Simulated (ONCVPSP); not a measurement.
# Which change was made? (Cs, ONCV)

```json
{"Element": "Cs", "Generator": "ONCVPSP 4.0.1", "Type": "optimised norm-conserving Vanderbilt (ONCV)", "Functional": "PW91", "Relativity": "scalar-relativistic", "Frozen core": "[Xe]", "Valence charge": "1", "Reference configuration": "6s1", "Partial waves": "6s: rc 4.00 bohr, ncon 4, nbas 8, qcut 1.5 1/bohr, 3 projectors, debl 0.4 Ha; p scattering state at 0.13 Ha: rc 4.00 bohr, ncon 4, nbas 9, qcut 2.3 1/bohr, 2 projectors, debl 2.3 Ha; d scattering state at 0.24 Ha: rc 4.10 bohr, ncon 4, nbas 8, qcut 2.2 1/bohr, 2 projectors, debl 3 Ha; f scattering state at 0.12 Ha: rc 3.90 bohr, ncon 5, nbas 8, qcut 3.3 1/bohr, 2 projectors, debl 1.1 Ha", "Local potential": "polynomial inside 3.75 bohr (lpopt 5, dvloc0 4 Ha)", "Core correction": "polynomial model core, fcfact 0.5"}
```

In the d channel the program set the typed energies aside and used 0.050, 3.050 Ha.

Cutoffs, loose and tight: the cutoffs (Ha) at which the residual kinetic energy of the hardest occupied pseudo-wave falls to 1 and 0.1 mHa per electron. They do not see the model core or the augmentation charge, which bear on the density cutoff. Test errors are all-electron minus pseudo excitation energies from the reference, over the configurations 6s0.5; 6s0 6p1; variants that change the core or the reference have their own tests.

The base gives: outcome: generated, projector energies reset by the program; cutoff, loose: 0.8 Ha; cutoff, tight: 1.9 Ha; bound ghosts: s; GHOST(+) flags above zero: s; largest test error (meV): +13.

**Question.** After one change the result is: outcome: generated, projector energies reset by the program; cutoff, loose: 1.0 Ha; cutoff, tight: 5.9 Ha; bound ghosts: s; GHOST(+) flags above zero: s; largest test error (meV): +13. Which change was it?
A. s: qcut 2
B. s: qcut 0.9
C. s: qcut 1.1

**Answer.** C. The others give: s: qcut 0.9 → outcome: generated, projector energies reset by the program; cutoff, loose: 1.7 Ha; cutoff, tight: 8.3 Ha; bound ghosts: s; GHOST(+) flags above zero: s; largest test error (meV): +12 | s: qcut 2 → outcome: failed: ERROR pspot: first pseudo wave function has node, program will stop.
